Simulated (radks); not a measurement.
All-electron atom: Ni19+ in [He] 2s2 2p5 (the NIST ground configuration). All-electron calculation, non-relativistic Kohn-Sham, PBE, spin-polarised, spherical densities, point nucleus; open shells are filled with parallel spins first. Program: a radial shooting solver on a logarithmic mesh with Libxc functionals.

Normalised radial functions P(r) = r R(r), r in bohr:

| r | 1s up | 2s down | 2p up |
|---|---|---|---|
| 0.002645 | 0.7160 | 0.2247 | 0.0045 |
| 0.003205 | 0.8541 | 0.2680 | 0.0066 |
| 0.003883 | 1.0154 | 0.3185 | 0.0096 |
| 0.004743 | 1.2107 | 0.3794 | 0.0142 |
| 0.005747 | 1.4263 | 0.4466 | 0.0205 |
| 0.006963 | 1.6704 | 0.5222 | 0.0296 |
| 0.008505 | 1.9541 | 0.6095 | 0.0433 |
| 0.01031 | 2.2515 | 0.6998 | 0.0620 |
| 0.01249 | 2.5668 | 0.7936 | 0.0883 |
| 0.01513 | 2.8889 | 0.8861 | 0.1249 |
| 0.01848 | 3.2139 | 0.9730 | 0.1780 |
| 0.02239 | 3.4924 | 1.0365 | 0.2477 |
| 0.02713 | 3.7094 | 1.0664 | 0.3409 |
| 0.03314 | 3.8353 | 1.0434 | 0.4688 |
| 0.04015 | 3.8273 | 0.9492 | 0.6262 |
| 0.04865 | 3.6679 | 0.7651 | 0.8206 |
| 0.05942 | 3.3310 | 0.4626 | 1.0615 |
| 0.072 | 2.8588 | 0.0632 | 1.3216 |
| 0.08724 | 2.2846 | -0.4268 | 1.5925 |
| 0.1066 | 1.6504 | -0.9891 | 1.8557 |
| 0.1291 | 1.0863 | -1.5085 | 2.0498 |
| 0.1564 | 0.6306 | -1.9201 | 2.1418 |
| 0.1911 | 0.3045 | -2.1424 | 2.0892 |
| 0.2315 | 0.1255 | -2.1031 | 1.8813 |
| 0.2805 | 0.0414 | -1.8238 | 1.5407 |
| 0.3426 | 0.0098 | -1.3609 | 1.1085 |
| 0.4151 | 0.0018 | -0.8775 | 0.7027 |
| 0.503 | 0.0002 | -0.4722 | 0.3775 |
| 0.6144 | 0.0000 | -0.1968 | 0.1594 |
| 0.7444 | 0.0000 | -0.0651 | 0.0542 |

1s up: eigenvalue -8948.6 eV, 0 radial nodes, <r> = 0.0548 bohr, 90 % of the charge inside 0.0975 bohr. 2s down: eigenvalue -1699.7 eV, 1 radial node at r = 0.0739 bohr, <r> = 0.241 bohr, 90 % of the charge inside 0.370 bohr. 2p up: eigenvalue -1600.5 eV, 0 radial nodes, <r> = 0.208 bohr, 90 % of the charge inside 0.337 bohr.
